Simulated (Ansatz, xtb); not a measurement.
# C2H3Al2: where a starting geometry ends

The starting geometry of this gas-phase doublet was built from a drawn formula by distance geometry and a force field; its bonds are those of `[H]/[C]=[C](/[Al])[AlH2]`.

```xyz
7

C    -0.4054   -0.9359    3.3461
C     0.3287   -1.3651    2.3227
Al    0.0600   -3.2267    1.7312
Al    1.6395   -0.2415    1.3625
H    -0.2378    0.1321    3.7027
H     1.9280    1.2056    1.8884
H     2.4728   -0.8700    0.1249
```

Task: Predict what it relaxes into with r2SCAN-D4/def2-SVP.

Result: New bonds form, giving a structure given below by its coordinates. Distances that change by over a tenth: C2–Al3 (1.97 → 2.19 Å). Contacts that close: C1–Al3 (2.84 → 2.13 Å), Al3–Al4 (3.40 → 2.75 Å).

The energy falls by 1.33 eV over 25 steps:

```csv
step,E − E(last) (eV)
1,1.325
4,0.966
6,0.628
9,0.504
12,0.482
14,0.395
17,0.182
20,0.009
22,0.002
25,0.000
```

Final geometry (Å):

```yaml
atoms:
  - { symbol: C, position_ang: [-0.5562, -1.0605, 3.0844] }
  - { symbol: C, position_ang: [0.2263, -0.4313, 2.2999] }
  - { symbol: Al, position_ang: [1.0262, -2.4314, 2.7079] }
  - { symbol: Al, position_ang: [1.8568, -0.2846, 1.1985] }
  - { symbol: H, position_ang: [-1.4740, -1.0661, 3.6692] }
  - { symbol: H, position_ang: [3.0599, 0.4961, 1.8725] }
  - { symbol: H, position_ang: [1.6468, -0.5236, -0.3538] }
```

From the same start GFN2-xTB ends elsewhere, differing in Al3–Al4 (4.11 against 2.75 Å here).

The end wasn't checked by frequencies. Open shells are spin-unrestricted. Run with Ansatz 0.2.0, 3.2 min on 1 thread of Intel(R) Xeon(R) Platinum 8259CL CPU @ 2.50GHz (Skylake/Cascade Lake), on a shared host.
